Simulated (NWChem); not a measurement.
System: SiHSF, singlet; SMILES F[Si]S

Here is an NWChem input.

```
start job
memory heap 200 mb stack 900 mb global 1100 mb
geometry units angstroms noautosym nocenter noautoz
  Si     0.660022     0.638535     0.000000
  F     -0.722252     1.544823     0.000000
  S     -0.264527    -1.334335     0.000000
  H      0.957900    -1.940292     0.000000
end
basis spherical
  Si library def2-svp
  F library def2-svp
  S library def2-svp
  H library def2-svp
end
dft
  xc b3lyp
  iterations 150
  mulliken
end
task dft energy
esp
  recalculate
  probe 0.07
  range 0.3
  factor 1.0
  spacing 0.02
end
task esp
```

NWChem printed, in part:

```
             Northwest Computational Chemistry Package (NWChem) 7.3.0
             --------------------------------------------------------

                             Geometry "geometry" -> ""
                             -------------------------

 Output coordinates in angstroms (scale by  1.889725989 to convert to a.u.)

  No.       Tag          Charge          X              Y              Z
 ---- ---------------- ---------- -------------- -------------- --------------
    1 Si                  14.0000     0.66002200     0.63853500     0.00000000
    2 F                    9.0000    -0.72225200     1.54482300     0.00000000
    3 S                   16.0000    -0.26452700    -1.33433500     0.00000000
    4 H                    1.0000     0.95790000    -1.94029200     0.00000000

 Effective nuclear repulsion energy (a.u.)     131.1731624891

                                 NWChem DFT Module
                                 -----------------

 Summary of "ao basis" -> "ao basis" (spherical)
 ------------------------------------------------------------------------------
       Tag                 Description            Shells   Functions and Types
 ---------------- ------------------------------  ------  ---------------------
 Si                         def2-svp                 8       18   4s3p1d
 F                          def2-svp                 6       14   3s2p1d
 S                          def2-svp                 8       18   4s3p1d
 H                          def2-svp                 3        5   2s1p

            General Information
            -------------------
          SCF calculation type: DFT
          Wavefunction type:  closed shell.
          No. of atoms     :     4
          No. of electrons :    40
           Alpha electrons :    20
            Beta electrons :    20
          Charge           :     0
          Spin multiplicity:     1
          Use of symmetry is: off; symmetry adaption is: off
          Maximum number of iterations: 150
          AO basis - number of functions:    55
                     number of shells:    25
          Convergence on energy requested:  1.00D-06
          Convergence on density requested:  1.00D-05
          Convergence on gradient requested:  5.00D-04

              XC Information
              --------------
                         B3LYP Method XC Potential
                     Hartree-Fock (Exact) Exchange  0.200
                        Slater Exchange Functional  0.800 local
                    Becke 1988 Exchange Functional  0.720 non-local
              Lee-Yang-Parr Correlation Functional  0.810
                  VWN I RPA Correlation Functional  0.190 local

             Grid Information
             ----------------
          Grid used for XC integration:  medium
          Radial quadrature: Mura-Knowles
          Angular quadrature: Lebedev.
          Tag              B.-S. Rad. Rad. Pts. Rad. Cut. Ang. Pts.
          ---              ---------- --------- --------- ---------
          Si                  1.10       88           8.0       590
          F                   0.50       49          10.0       434
          S                   1.00       88           8.0       590
          H                   0.35       45           9.0       434
          Grid pruning is: on
          Number of quadrature shells:   270
          Spatial weights used:  Erf1

      Superposition of Atomic Density Guess
      -------------------------------------

 Sum of atomic energies:        -785.87765316

      Non-variational initial energy
      ------------------------------

 Total energy =    -786.197210
 1-e energy   =   -1350.859760
 2-e energy   =     433.489388
 HOMO         =      -0.253547
 LUMO         =      -0.025857

     ---------------------------------------------
      Total Density - Mulliken Population Analysis
     ---------------------------------------------

    Atom       Charge   Shell Charges
 -----------   ------   -------------------------------------------------------
    1 Si  14    13.07   2.00  1.99  1.22  0.65  5.93  0.59  0.55  0.14
    2 F    9     9.62   1.99  1.15  0.78  3.53  2.16  0.00
    3 S   16    16.53   2.00  1.99  1.21  0.65  5.94  1.82  2.89  0.03
    4 H    1     0.78   0.57  0.19  0.03

[...]

                     NWChem Electrostatic Potential Fit Module
                     -----------------------------------------

 Atom parameters

 Number of atoms is                                    4
 Number of basis functions is                         55

 Grid parameters

 Maximum number of grid points is                  24461
 Number of grid points is                          24460
 Grid range                                     0.300000 nm
 Grid spacing                                   0.020000 nm
 Probe radius                                   0.070000 nm
 Atom radius factor                             1.000000

 Atomic radii

    1    0.100000
    9    0.128000
   14    0.187000
   16    0.174000
 FASTESP  F
  using M.O. file = ./job.movecs

    Atom              Coordinates                           Charge

                                                  ESP

    1 Si    0.066002    0.063854    0.000000    0.181184
    2 F    -0.072225    0.154482    0.000000   -0.144283
    3 S    -0.026453   -0.133434    0.000000   -0.175605
    4 H     0.095790   -0.194029    0.000000    0.138704
                                            ------------
                                               -0.000000

 Dipole moment                                  0.807657

 Quadrupole moment Qxx                          0.410194
                   Qyy                         -0.923487
                   Qzz                          0.513293

 RMS deviation kJ/mol                           0.162022

 RRMS %                                        56.673796
```

Level: B3LYP/def2-SVP. Low-valent species are run as closed-shell singlets; no triplet was tried in these runs. Coordinates come from a PBE-D3(BJ)/def2-SVP optimisation. B3LYP is NWChem's, with the RPA form of VWN correlation.
